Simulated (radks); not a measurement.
Question: These are the eigenvalues of the occupied orbitals of an atom or ion with whole-number occupations (eV). Calculated with a radial shooting solver on a logarithmic mesh with Libxc functionals: non-relativistic Kohn-Sham, PBEsol, spin-polarised, spherical densities, point nucleus.

orbital  eigenvalue
1s        -7025.499
2s        -1579.784

Which element is it, and in what charge state? The configuration may be excited. Open shells, if any, are filled with parallel spins first.

Answer: Z = 24, chromium, charge +20: Cr20+ in [He] 2s2. The 1s level, -258.18 hartree, gives Z - s = 22.7 by -(Z - s)^2/2, which with screening narrows Z to a few neighbours, and with so few levels the electron count can be read from the list.
